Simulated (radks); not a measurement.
Results of a calculation; reference values are marked as such.
Task: Neutral barium, [Xe] 6s2. Level of theory: non-relativistic Kohn-Sham, r2SCAN, spin-polarised, spherical densities, point nucleus; meta-GGA in the generalised Kohn-Sham scheme (a radial shooting solver on a logarithmic mesh with Libxc functionals). Every spin shell is full or empty, so the densities are truly spherical. Functionals are evaluated on that one density, not self-consistently. Rank these exchange functionals by their error against the exact value of the orbitals, and give that value: LDA, PBE, PBEsol, revPBE, WC, AM05, SOGGA, B86b, G96, APBE, SCAN, r2SCAN, MS2, Tao-Mo, TASK.

Result: Exact: -189.075 hartree. From best to worst, with 100 (|E| - |E exact|)/|E exact| (equal figures are ties): B86b -0.02, SCAN +0.13, r2SCAN -0.14, APBE +0.28, revPBE -0.31, G96 +0.34, PBE -0.43, MS2 -0.62, WC -0.83, Tao-Mo -0.83, PBEsol -2.20, SOGGA -2.21, TASK -2.23, AM05 -4.37, LDA -4.66.
